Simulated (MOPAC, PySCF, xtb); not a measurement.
Breaking a bond: SiN, doublet.

- AM1, unrestricted, heats of formation (MOPAC)
- UHF/cc-pVDZ (PySCF)
- GFN1-xTB (xtb)
- UKS-wB97X-V = unrestricted wB97X-V/cc-pVDZ in PySCF 2.14.0
- UKS-B3LYP/3-21G = unrestricted B3LYP/3-21G (PySCF)

Energies are in kcal/mol, each relative to the lowest point of its own curve near equilibrium.

```json
[
 {"R / Å": "1.27", "AM1": "56.5", "UHF": "94.0", "GFN1-xTB": "120.5", "UKS-wB97X-V": "95.9", "UKS-B3LYP/3-21G": "121.4"},
 {"R / Å": "1.32", "AM1": "33.0", "UHF": "60.0", "GFN1-xTB": "72.5", "UKS-wB97X-V": "61.1", "UKS-B3LYP/3-21G": "81.6"},
 {"R / Å": "1.39", "AM1": "12.2", "UHF": "28.7", "GFN1-xTB": "30.7", "UKS-wB97X-V": "28.6", "UKS-B3LYP/3-21G": "42.6"},
 {"R / Å": "1.46", "AM1": "2.3", "UHF": "11.0", "GFN1-xTB": "9.1", "UKS-wB97X-V": "10.1", "UKS-B3LYP/3-21G": "18.5"},
 {"R / Å": "1.51", "AM1": "0.0", "UHF": "4.3", "GFN1-xTB": "2.1", "UKS-wB97X-V": "3.3", "UKS-B3LYP/3-21G": "8.2"},
 {"R / Å": "1.56", "AM1": "0.4", "UHF": "0.9", "GFN1-xTB": "0.0", "UKS-wB97X-V": "0.4", "UKS-B3LYP/3-21G": "2.3"},
 {"R / Å": "1.59", "AM1": "1.6", "UHF": "0.0", "GFN1-xTB": "0.5", "UKS-wB97X-V": "0.0", "UKS-B3LYP/3-21G": "0.5"},
 {"R / Å": "1.65", "AM1": "5.6", "UHF": "0.0", "GFN1-xTB": "4.4", "UKS-wB97X-V": "0.3", "UKS-B3LYP/3-21G": "0.0"},
 {"R / Å": "1.73", "AM1": "13.3", "UHF": "2.0", "GFN1-xTB": "13.8", "UKS-wB97X-V": "3.0", "UKS-B3LYP/3-21G": "3.9"},
 {"R / Å": "1.81", "AM1": "22.4", "UHF": "5.1", "GFN1-xTB": "26.0", "UKS-wB97X-V": "9.5", "UKS-B3LYP/3-21G": "8.2"}
]
```

At the longest distance, 1.81 Å, GFN1-xTB lies highest above its minimum (26.0 kcal/mol) and UHF lowest (5.1 kcal/mol).

The scan ran from 1.27 to 6.20 Å; beyond the distances shown one of the unrestricted levels run for this scan, shown here or not, changes its spin distribution in one step. The unrestricted determinant behind UHF is spin-contaminated at 1.39 to 1.81 Å (<S²> up to 2.0, against 0.75 for a pure doublet).
